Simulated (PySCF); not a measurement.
C₃H₅, doublet, geometry from GFN2-xTB, with bond 4-1 at 1.6 times its length. Base run: CAMB3LYP/3-21G (PySCF).

Input for PySCF:
```python
from pyscf import gto, scf, dft

mol = gto.M(
    atom='''
C     1.313529    0.256226   -0.021927
C     0.025909    0.374083   -0.010223
H     1.837879   -0.703925   -0.002493
H     2.364744    1.627640   -0.070420
C    -1.206401   -0.398851    0.024477
H    -1.008352   -1.478408    0.050837
H    -1.788968   -0.136455    0.908191
H    -1.809314   -0.183320   -0.858262
''',
    basis='3-21g',
    charge=0,
    spin=1,
    verbose=4,
)

mf = dft.UKS(mol)
mf.xc = 'camb3lyp'
mf.kernel()
mf.analyze()
```

Each row names what was changed in the base input (with any setting that the change needs).

```json
[
 {"change": "base", "ΔE vs base (µEh)": "0.0", "SCF cycles": "14", "<S^2>": "0.816"},
 {"change": "diis_space = 4", "ΔE vs base (µEh)": "0.0", "SCF cycles": "18", "<S^2>": "0.816"},
 {"change": "diis = off; damp = 0.6 (with mf.diis_start_cycle = 200; with mf.max_cycle = 150)", "ΔE vs base (µEh)": "0.0", "SCF cycles": "67", "<S^2>": "0.816"},
 {"change": "level_shift = 1.0 (with mf.max_cycle = 100)", "ΔE vs base (µEh)": "0.0", "SCF cycles": "32", "<S^2>": "0.816"},
 {"change": "solver = newton", "ΔE vs base (µEh)": "0.0", "SCF cycles": "-", "<S^2>": "0.816"},
 {"change": "DIIS = ADIIS", "ΔE vs base (µEh)": "0.0", "SCF cycles": "33", "<S^2>": "0.816"},
 {"change": "init_guess = atom", "ΔE vs base (µEh)": "0.0", "SCF cycles": "13", "<S^2>": "0.816"},
 {"change": "level_shift = 0.1 (with mf.max_cycle = 100)", "ΔE vs base (µEh)": "0.0", "SCF cycles": "15", "<S^2>": "0.816"},
 {"change": "init_guess = mod_huckel", "ΔE vs base (µEh)": "0.0", "SCF cycles": "15", "<S^2>": "0.816"},
 {"change": "level_shift = 0.5 (with mf.max_cycle = 100)", "ΔE vs base (µEh)": "0.0", "SCF cycles": "23", "<S^2>": "0.816"},
 {"change": "diis_space = 2", "ΔE vs base (µEh)": "0.0", "SCF cycles": "33", "<S^2>": "0.816"},
 {"change": "conv_tol_grad = 1e-3", "ΔE vs base (µEh)": "0.0", "SCF cycles": "14", "<S^2>": "0.816"},
 {"change": "conv_tol_grad = 1e-7", "ΔE vs base (µEh)": "0.0", "SCF cycles": "17", "<S^2>": "0.816"}
]
```

Open shells are given as the SCF converged; they aren't shown to be the lowest states, and a large step between rows can be another state.
